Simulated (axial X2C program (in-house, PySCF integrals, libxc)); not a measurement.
**Bond lengths and stretching modes, held linear, of SHfS⁺**

Calculated with an in-house all-electron X2C program for linear molecules (integrals from PySCF): two-component X2C with atomic mean-field Coulomb and Gaunt terms, Gaussian nuclei, basis S dyall-av3z, Hf dyall-v3z with contracted cores. Spin-free rows use the one-electron spin-free X2C Hamiltonian.

Masses S 31.972, Hf 179.947, S 31.972 u. States: 2c Ω = 1/2 (beyond evenly filled blocks: ω = 1/2); spin-free M_S = 1/2, Λ = 0 (beyond evenly filled blocks: σα).

PBE0, spin-free: energies above the lowest point

```csv
r(S–Hf) (Å),r(Hf–S) (Å),E (meV)
2.1616,2.1616,76.76
2.1616,2.2170,32.74
2.1616,2.2724,53.56
2.2170,2.1616,32.74
2.2170,2.2170,0.00
2.2170,2.2724,32.39
2.2170,2.3279,113.90
2.2724,2.1616,53.56
2.2724,2.2170,32.39
2.2724,2.2724,76.88
2.3279,2.2170,113.90
2.3279,2.3279,277.12
```

Task: Fit a quadratic surface with cubic terms in each bond: where is the minimum, and what are the two stretching wavenumbers?

Result: At PBE0, spin-free: bonds 2.215 and 2.215 Å; harmonic stretches 450.5 and 464.9 cm⁻¹; force constants 3.45, 3.45 and coupling 0.63 mdyn/Å.

The other levels and Hamiltonians give:

| Hamiltonian | level | r(S–Hf) (Å) | r(Hf–S) (Å) | lower stretch (cm⁻¹) | upper stretch (cm⁻¹) |
| --- | --- | --- | --- | --- | --- |
| 2c | PBE0 | 2.214 | 2.214 | 452.1 | 461.6 |
| 2c | r2SCAN | 2.217 | 2.217 | 457.1 | 466.5 |
| spin-free | r2SCAN | 2.218 | 2.218 | 457.8 | 464.8 |

Each state is one determinant, the lowest of a limited PBE0 search; the stretches come from a fit to these few points and carry an uncertainty of a few per cent. Other orders of the atoms were not compared. Left out for rough or failed fits: HF 2c, MP2 2c, HF spin-free, MP2 spin-free. The molecule was held linear; bending was not examined, so a bent shape may lie lower.
